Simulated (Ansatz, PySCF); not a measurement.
Species: bromine, Br2, net charge 0, singlet state. 
Geometry from a B3LYP-D3(BJ)/def2-TZVP (Ansatz, a first-principles code) optimisation:
SMILES: BrBr
```xyz
2

Br     0.0000     0.0000    -1.1579
Br     0.0000     0.0000     1.1579
```
Charge 0, spin multiplicity 1.

Wanted: atomisation energy (electronic, to ground-state atoms), in kcal/mol. Cores are frozen in the correlated levels unless marked. UHF or UKS for open shells. Spin-orbit coupling is left out. The frozen core is the preceding noble-gas configuration, with the filled d and f shells of earlier blocks. No relativistic terms. The coupled-cluster limit lacks core correlation, which all-electron functionals hold. Basis-set limits of correlation are two-point, X^-3; Hartree-Fock from the larger set (for Q and 5 zeta extrapolated as (X+1)exp(-9√X)). [CCSD(T)-MP2]/basis is that difference in the basis named.

```tsv
level	program	atomisation energy (kcal/mol)	minus last row	rough core time
HF/cc-pVDZ	Ansatz	12.1	-40.1	-
HF/aug-cc-pVTZ	Ansatz	15.3	-36.9	-
PBE-D3(BJ)/def2-TZVPD	Ansatz + dftd3	58.5	6.3	under 20 s
BLYP-D3(BJ)/def2-TZVPD	Ansatz + dftd3	53.5	1.3	under 20 s
BP86/def2-TZVPD	PySCF	56.5	4.3	-
r2SCAN/def2-TZVPD	Ansatz	53.3	1.1	under 20 s
r2SCAN0-D4/def2-TZVPD	Ansatz + dftd4	48.8	-3.4	under 20 s
HSE06-D3(BJ)/def2-TZVPD	Ansatz + dftd3	53.1	0.9	under 20 s
B2GP-PLYP-D4/def2-TZVPD	Ansatz + dftd4	48.0	-4.2	under 20 s
MP2/def2-SVP	Ansatz	40.9	-11.3	-
MP2/cc-pVTZ	Ansatz	49.2	-3.0	-
MP2/def2-TZVPP	Ansatz	49.1	-3.1	-
RI-MP2/CBS(def2-TZVPPD,def2-QZVPPD)	Ansatz	54.7	2.5	under 20 s
SCS-MP2/cc-pVDZ	Ansatz	37.9	-14.3	-
SCS-MP2/aug-cc-pVTZ	Ansatz	47.8	-4.4	-
CCSD/aug-cc-pVQZ	Ansatz	46.3	-5.9	-
CCSD/def2-QZVPP	Ansatz	45.8	-6.4	-
CCSD/CBS(cc-pVTZ,cc-pVQZ)	Ansatz	47.6	-4.6	-
CCSD(T)/cc-pVDZ	Ansatz	38.2	-14.0	under 20 s
RI-MP2/CBS(cc-pVTZ,cc-pVQZ)+[CCSD(T)-MP2]/cc-pVDZ	Ansatz	53.3	1.1	under 20 s
CCSD(T)/CBS(cc-pVQZ,cc-pV5Z)	Ansatz	52.2	0.0	40 s
```

Core times are rough, on shared machines, summed over the molecules involved; a dash marks a level read off another run, or run on other hardware, by another program or under a memory cap.
